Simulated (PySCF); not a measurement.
Species: [TaCl6]- (charge -1 and singlet state).
Structure used (PBE0-D3(BJ)/def2-SVP), in Å, numbered top down from 1:
```
atom  x, y, z in Å
Ta1    0.0126   -0.0139   -0.0101
Cl2   -0.0030   -0.0242    2.3602
Cl3    0.0209   -0.0011   -2.3801
Cl4    2.3829    0.0074   -0.0021
Cl5   -2.3572   -0.0421   -0.0299
Cl6   -0.0049    2.3561    0.0043
Cl7    0.0407   -2.3842   -0.0107
```

Level of theory: PySCF, PBE0-D3(BJ)/def2-SVP geometry optimisation, gas phase, def2 core potentials past Kr.

**Question.** Which atoms are bound to Ta1, and at what distances?

**Answer.** 6 atoms: Cl3 2.370 Å, Cl6 2.370 Å, Cl5 2.370 Å, Cl2 2.370 Å, Cl4 2.370 Å, Cl7 2.370 Å.

**Question.** List the angles at Ta1.

**Answer.** 
```json
{"angle": "Cl2–Ta1–Cl3", "degrees": "179.8", "distance of the outer atoms (Å)": "4.74"}
{"angle": "Cl4–Ta1–Cl5", "degrees": "179.7", "distance of the outer atoms (Å)": "4.74"}
{"angle": "Cl6–Ta1–Cl7", "degrees": "179.6", "distance of the outer atoms (Å)": "4.74"}
{"angle": "Cl3–Ta1–Cl7", "degrees": "90.3", "distance of the outer atoms (Å)": "3.36"}
{"angle": "Cl5–Ta1–Cl6", "degrees": "90.3", "distance of the outer atoms (Å)": "3.36"}
{"angle": "Cl2–Ta1–Cl4", "degrees": "90.2", "distance of the outer atoms (Å)": "3.36"}
{"angle": "Cl2–Ta1–Cl5", "degrees": "90.1", "distance of the outer atoms (Å)": "3.35"}
{"angle": "Cl3–Ta1–Cl6", "degrees": "90.0", "distance of the outer atoms (Å)": "3.35"}
{"angle": "Cl5–Ta1–Cl7", "degrees": "90.0", "distance of the outer atoms (Å)": "3.35"}
{"angle": "Cl3–Ta1–Cl4", "degrees": "90.0", "distance of the outer atoms (Å)": "3.35"}
{"angle": "Cl4–Ta1–Cl6", "degrees": "89.9", "distance of the outer atoms (Å)": "3.35"}
{"angle": "Cl2–Ta1–Cl6", "degrees": "89.9", "distance of the outer atoms (Å)": "3.35"}
{"angle": "Cl4–Ta1–Cl7", "degrees": "89.8", "distance of the outer atoms (Å)": "3.35"}
{"angle": "Cl2–Ta1–Cl7", "degrees": "89.8", "distance of the outer atoms (Å)": "3.35"}
{"angle": "Cl3–Ta1–Cl5", "degrees": "89.7", "distance of the outer atoms (Å)": "3.34"}
```

**Question.** What is the shape at Ta1?

**Answer.** Octahedral: the three widest angles are 179.8°, 179.7° and 179.6°, the others run from 89.7° to 90.3°.

**Question.** What are the rotational constants (commonest isotopes, rigid rotor)?

**Answer.** A = 643.7, B = 643.3, C = 642.4 MHz: a spherical top.

Point group: Oh (every atom within 0.08 Å of its image). Charge -1, singlet. Stationary, but not proved a minimum.

The run took 2.6 min on an Intel Xeon Platinum 8488C with one thread, shared host with 96 logical CPUs at a one-minute load of 63, and the process peaked at 0.59 GiB of memory. These figures are those of the optimisation.
